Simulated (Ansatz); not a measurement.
**Run times for AsH3 (arsine)**

AsH3 has 4 atoms, charge 0, and is taken as a singlet. As SMILES, `[AsH3]`. The H2–As1 distance was set to 1.522 Å, away from the relaxed value.

```
atom    x (Å)    y (Å)    z (Å)
  As  -0.2158   0.4876  -0.3460
   H   0.3499   0.6303   1.0594
   H  -1.0680  -0.7055   0.0611
   H   0.9339  -0.4125  -0.7745
```

Program: Ansatz 0.2.0. Hardware: 1 thread of Arm Neoverse V1, shared host, so times are rough. Ansatz fits the integrals of SCF and DFT runs by default. Its times include its search for lower SCF states.

Problem. Estimate their order by wall time, quickest first.
A. energy at SC-NEVPT2(2,2)/x2c-SVPall (sfX2C)
B. energy at U-wB97/x2c-SVPall (sfX2C)
C. energy at HF/def2-SV(P)

Solution. C (0.24 s), A (1.2 s), B (3.6 s).
